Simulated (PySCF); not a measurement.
Input file for PySCF: R-M06-2X/def2-TZVPP on BrGaH2O2 (SMILES [OH][Ga]([OH])[Br]), a point of a torsion scan.

```python
from pyscf import gto, dft

mol = gto.M(
    atom='''
    O    -0.98625820   -1.09702833    0.51581709
    Ga    0.32777031    0.03744781    0.59090986
    O     0.68805459    0.82518458    2.09033357
    Br    1.74296150    0.37487039   -1.13261715
    H    -1.47946837   -1.36236378   -0.25775631
    H     0.13506456    0.67052943    2.85622344
    ''',
    basis='def2-tzvpp',
    charge=0, spin=0, verbose=4, max_memory=1800)
mf = dft.RKS(mol, xc='m062x').density_fit(auxbasis='def2-universal-jkfit')
mf.grids.level = 4
mf.conv_tol = 1e-9
mf.max_cycle = 150
mf.kernel()
mf.dip_moment()
```

Q: Predict the final total energy.

A: -4650.8362 hartree.
